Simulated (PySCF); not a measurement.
# Ionisation energy of Ni by level of theory

Ni [Ar] 3d8 4s2 (3F) → Ni⁺ [Ar] 3d9 (2D), as a difference of total energies. All numbers are calculated (PySCF 2.14, the non-relativistic Hamiltonian (point nucleus), in aug-cc-pVTZ). Correlated levels: valence: [Ar] frozen. The calculations carry no spin-orbit coupling.

```csv
method,ionisation energy (eV),plus first-order spin-orbit estimate,difference from reference of that sum (eV)
UHF,7.717,7.765,+0.125
LDA,7.023,7.072,-0.568
PBE,7.132,7.180,-0.460
PBE0,7.229,7.277,-0.363
r2SCAN,7.659,7.707,+0.067
revPBE,7.026,7.074,-0.566
MN15,6.101,6.149,-1.491
M06-2X,7.286,7.334,-0.306
PBEsol,6.948,6.996,-0.644
MP2 (valence),6.438,6.486,-1.154
SCS-MP2 (valence),6.644,6.693,-0.947
```

Reference: 7.640 eV (measured; NIST Atomic Spectra Database, ionization energies).

A first-order spin-orbit estimate (lowest level to lowest level, LS coupling) adds 0.048 eV.

These non-relativistic numbers lack the scalar-relativistic shift.

Errors of the correlated levels include the incompleteness of this basis and the frozen core.

MP2 underrates the near-degeneracy of ns² with np² in the lower species.
